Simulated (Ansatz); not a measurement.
The cluster ZnAg₆⁻. The state is a doublet with charge -1. Geometry PBE-D4/def2-SVPD; atoms count from 1.

```
atom   x (Å)   y (Å)   z (Å)
 Zn1  -0.793  -0.366   1.004
 Ag2   1.762  -0.695   0.342
 Ag3  -1.860   1.262  -0.757
 Ag4  -2.822  -1.331  -0.539
 Ag5  -0.212  -2.248  -0.730
 Ag6   3.339   1.572   0.351
 Ag7   0.586   1.806   0.329
```

In the def2 sets Ag takes a core potential; there is no spin–orbit coupling. No other spin state of charge -1 was run. Another isomer (doublet) lies 0.46 eV lower at PBE0-D4/def2-SVP; other spin states weren't run for this one.

Estimate the Mulliken populations from the PBE0/def2-SVP orbitals of Ansatz.


| atom | charge (e) | spin (α − β) | d electrons |
| --- | --- | --- | --- |
| Zn1 | 0.19 | 0.35 | 9.92 |
| Ag2 | -0.24 | 0.05 | 9.90 |
| Ag3 | -0.20 | 0.20 | 9.90 |
| Ag4 | -0.23 | 0.10 | 9.90 |
| Ag5 | -0.20 | 0.20 | 9.90 |
| Ag6 | -0.09 | 0.06 | 9.92 |
| Ag7 | -0.24 | 0.05 | 9.90 |
Mulliken values and Mayer orders depend strongly on the basis.

Where does the spin sit?

Summed by element: Zn 0.35, Ag 0.65, of 1 unpaired in all. Largest on single atoms: Zn1 0.35, Ag3 0.20, Ag5 0.20.

And the Mayer bond orders between bonded heavy atoms (over 0.3)?

Zn1–Ag2 0.38 (2.66 Å); Zn1–Ag3 0.34 (2.62 Å); Zn1–Ag4 0.36 (2.72 Å); Zn1–Ag5 0.34 (2.62 Å); Zn1–Ag7 0.38 (2.66 Å); Ag2–Ag5 0.53 (2.73 Å); Ag2–Ag6 0.54 (2.76 Å); Ag2–Ag7 0.35 (2.76 Å); Ag3–Ag4 0.47 (2.77 Å); Ag3–Ag7 0.53 (2.73 Å); Ag4–Ag5 0.47 (2.77 Å); Ag6–Ag7 0.54 (2.76 Å).
